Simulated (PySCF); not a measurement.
# Se²⁺: excitation energy

Se²⁺ [Ar] 3d10 4s2 4p2 (3P) → Se²⁺ [Ar] 3d10 4s1 4p3 (5S), as a difference of total energies. All numbers are calculated (PySCF 2.14, scalar relativity by spin-free X2C-1e, in x2c-QZVPPall with one added diffuse shell each of s, p, d, f type (12s9p6d5f1g, 113 functions)). Correlated levels: valence: [Ar] 3d10 frozen; valence and next inner shell: [Ne] frozen. The calculations carry no spin-orbit coupling.

```
                                method  excitation energy (eV)
                                   UHF                   6.335
                                   LDA                   9.202
                                   PBE                   8.958
                                  PBE0                   8.471
                                r2SCAN                   7.988
                                  BLYP                   9.539
                                 TPSSh                   8.504
                         MP2 (valence)                   7.432
                     SCS-MP2 (valence)                   7.915
SCS-MP2 (valence and next inner shell)                   8.343
```

Q: Estimate what MP2 (valence and next inner shell) gives.

A: 7.967 eV, closest to r2SCAN among the rows shown.

Q: Estimate what HSE06 gives.

A: 8.583 eV, closest to TPSSh among the rows shown.

A first-order spin-orbit estimate (lowest level to lowest level, LS coupling) adds 0.297 eV.
